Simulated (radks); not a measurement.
Values are calculated unless marked as measured or tabulated.
Ionisation of K16+, [He] 2s1, to K17+, [He], under several functionals. Dirac Kohn-Sham, spin-unpolarised, spherical densities, point nucleus; a radial shooting solver on a logarithmic mesh with Libxc functionals.

| functional | E(K16+) (hartree) | Exc (hartree) | IE (eV) | -e(HOMO) (eV) | <r> HOMO (bohr) | IE error (eV) |
|---|---|---|---|---|---|---|
| LDA (Slater exchange, VWN5 correlation) | -387.28268 | -11.75390 | 1028.5 | 999.09 | 0.3366 | -6.0 |
| LDA (Slater exchange, Perdew-Zunger correlation) | -387.28160 | -11.75284 | 1028.5 | 999.07 | 0.3366 | -6.0 |
| exchange-only B88 | -388.69289 | -13.19000 | 1030.6 | 1000.5 | 0.3361 | -3.9 |
| BP86 | -388.85021 | -13.34977 | 1031.2 | 1001.5 | 0.3361 | -3.4 |
| PBE | -388.64843 | -13.14357 | 1032.0 | 1001.2 | 0.3362 | -2.6 |
| RPBE | -388.86622 | -13.36533 | 1032.5 | 1001.2 | 0.3363 | -2.0 |
| LDA (Slater exchange, Perdew-Wang correlation) | -387.28136 | -11.75257 | 1028.5 | 999.08 | 0.3366 | -6.0 |
| BLYP | -388.78928 | -13.28636 | 1031.9 | 1001.5 | 0.3362 | -2.6 |
| exchange-only PBE | -388.58199 | -13.07683 | 1031.5 | 1000.3 | 0.3362 | -3.1 |

NIST Atomic Spectra Database: 1034.5 eV (theoretical). Closest: RPBE. The Delta-SCF values span 4.03 eV, the total energies 1.58 hartree. The highest occupied level is 2s1/2. Spin polarisation and multiplet splitting are left out, so open shells lie too high by an amount that depends on their filling.

Beside tabulated values, note that spin-unpolarised runs miss the spin-polarisation part of the exchange energy of open shells.
